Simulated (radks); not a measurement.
Charge is removed step by step from the 2s1/2 level of neutral palladium, starting from [Kr] 4d10. All-electron calculation, Dirac Kohn-Sham, PBE, spin-unpolarised, spherical densities, finite nucleus; Fermi nuclear charge, rms radius 4.5318 fm. Program: a radial shooting solver on a logarithmic mesh with Libxc functionals.

removed (e)  E - E(0) (eV)  eigenvalue (eV)  E minus straight line (eV)
0                    0.000          -3525.3                       0.000
0.125               441.42          -3537.4                      -5.404
0.25                884.36          -3549.7                      -9.283
0.375               1328.8          -3562.0                     -11.626
0.5                 1774.9          -3574.4                     -12.425
0.625               2222.4          -3586.9                     -11.670
0.75                2671.6          -3599.4                      -9.353
0.875               3122.3          -3612.0                      -5.466
1                   3574.6          -3624.6                       0.000

Removing the whole electron costs 3574.6 eV by Delta-SCF, against 3525.3 eV from minus the eigenvalue at the starting occupation. Slater's transition state (half an electron removed) gives 3574.4 eV. Integrating minus the eigenvalue over the occupation (Janak's theorem) gives 3574.6 eV. The mean slope of the eigenvalue, de/dn, is 99.4 eV per electron.
